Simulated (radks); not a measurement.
Hg LIX, 22 electrons, occupied as [Ar] 3d4. Calculated with a radial shooting solver on a logarithmic mesh with Libxc functionals: non-relativistic Kohn-Sham, PBE, spin-unpolarised, spherical densities, point nucleus; relativity is left out, which matters for an element this heavy.

Normalised radial functions P(r) = r R(r), r in bohr:

| r | 1s | 3p | 3d |
|---|---|---|---|
| 0.002081 | 2.5042 | 0.0227 | 0.0002 |
| 0.002582 | 2.9857 | 0.0342 | 0.0005 |
| 0.00323 | 3.5467 | 0.0521 | 0.0009 |
| 0.004009 | 4.1361 | 0.0778 | 0.0017 |
| 0.004976 | 4.7517 | 0.1153 | 0.0031 |
| 0.006225 | 5.3802 | 0.1715 | 0.0058 |
| 0.007726 | 5.9235 | 0.2485 | 0.0107 |
| 0.009589 | 6.3366 | 0.3547 | 0.0196 |
| 0.012 | 6.5435 | 0.5026 | 0.0360 |
| 0.01489 | 6.4510 | 0.6863 | 0.0638 |
| 0.01848 | 6.0186 | 0.9084 | 0.1112 |
| 0.02293 | 5.2446 | 1.1549 | 0.1897 |
| 0.02869 | 4.1577 | 1.4002 | 0.3210 |
| 0.03561 | 2.9862 | 1.5643 | 0.5158 |
| 0.0442 | 1.8827 | 1.5686 | 0.7967 |
| 0.05529 | 0.9837 | 1.2977 | 1.1884 |
| 0.06862 | 0.4288 | 0.6970 | 1.6454 |
| 0.08517 | 0.1458 | -0.2188 | 2.1199 |
| 0.1066 | 0.0344 | -1.3251 | 2.5130 |
| 0.1322 | 0.0058 | -2.2279 | 2.6558 |
| 0.1641 | 0.0006 | -2.6366 | 2.4619 |
| 0.2037 | 0.0000 | -2.4014 | 1.9426 |
| 0.2548 | 0.0000 | -1.6602 | 1.2319 |
| 0.3163 | 0.0000 | -0.8692 | 0.6184 |
| 0.3925 | 0.0000 | -0.3253 | 0.2289 |
| 0.4911 | 0.0000 | -0.0762 | 0.0545 |
| 0.6095 | 0.0000 | -0.0113 | 0.0084 |

1s: eigenvalue -78998 eV, 0 radial nodes, <r> = 0.0189 bohr, 90 % of the charge inside 0.0336 bohr. 3p: eigenvalue -6194.4 eV, 1 radial node at r = 0.0813 bohr, <r> = 0.180 bohr, 90 % of the charge inside 0.266 bohr. 3d: eigenvalue -5877.3 eV, 0 radial nodes, <r> = 0.155 bohr, 90 % of the charge inside 0.236 bohr.
